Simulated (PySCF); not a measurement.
# Spinor energies of Pr²⁺ (praseodymium, charge +2)

Start: [Xe] 4f3; 4f5/2 filled at m_j = +1/2, +3/2, +5/2. Calculated with PySCF 2.14 in x2c-SVPall-2c: generalised Hartree-Fock with the X2C-1e Hamiltonian and a Gaussian nucleus; one run each with spin-orbit coupling (SO) switched off, then screened by Boettger's factors.

| spinor shell | electrons | ε, spin-free (eV) | ε, screened SO (eV) | weight of nominal j (screened SO) | rms radius, screened SO (bohr) |
| --- | --- | --- | --- | --- | --- |
| 1s1/2 | 2 | -42203.3 | -42197.3 | 1.000 | 0.0275 |
| 2s1/2 | 2 | -6910.9 | -6909.0 | 1.000 | 0.111 |
| 2p1/2 | 2 | -6178.6 | -6516.5 | 1.000 | 0.0958 |
| 2p3/2 | 4 | -6178.6 | -6030.2 | 1.000 | 0.102 |
| 3s1/2 | 2 | -1546.9 | -1546.3 | 1.000 | 0.290 |
| 3p1/2 | 2 | -1309.8 | -1378.4 | 1.000 | 0.282 |
| 3p3/2 | 4 | -1309.8 | -1279.2 | 1.000 | 0.294 |
| 3d3/2 | 4 | -976.51 | -989.15 | 0.999 | 0.266 |
| 3d5/2 | 6 | -976.51 | -967.39 | 0.999 | 0.269 |
| 4s1/2 | 2 | -337.15 | -336.93 | 1.000 | 0.661 |
| 4p1/2 | 2 | -256.93 | -272.69 | 0.988 | 0.685 |
| 4p3/2 | 4 | -256.93 | -249.75 | 0.994 | 0.712 |
| 4d3/2 | 4 | -139.01 | -143.99 | 0.831 | 0.783 |
| 4d5/2 | 6 | -139.01 | -135.46 | 0.888 | 0.789 |
| 5s1/2 | 2 | -61.090 | -61.044 | 1.000 | 1.61 |
| 5p1/2 | 2 | -39.240 | -41.795 | 0.936 | 1.82 |
| 5p3/2 | 4 | -39.240 | -38.070 | 0.968 | 1.92 |
| 4f5/2 | 3 | -23.130 | -23.150 | 0.792 | 1.20 |

| quantity | spin-free | screened SO |
| --- | --- | --- |
| E (hartree) | -9230.28791 | -9234.58283 |
| M_J | 9/2 | 9/2 |
| ⟨J²⟩ | 27.754 | 26.920 |
| ⟨L²⟩ | 42.002 | 41.796 |
| ⟨S²⟩ | 3.752 | 3.735 |

The determinant has a definite M_J but mixes levels of different J.

Each row is a mean over spinors that exchange with the open shell spreads, by up to 9.352 eV (4d3/2).

Rows whose weight is well below 1 are mixtures of j = l ± 1/2: exchange outweighs spin-orbit coupling there, and the label is only the starting occupation.

Breit and QED terms are absent; they matter most for the inner s and p1/2 levels.

Densities and radii are taken from the X2C orbitals without a picture-change correction, which distorts them close to the nucleus.

Without spin-orbit coupling the j labels of p, d and f shells carry no meaning; the spin-free column gives the mean over the occupied spinors of each nl shell, and its ⟨J²⟩ belongs to a mixture of degenerate components.
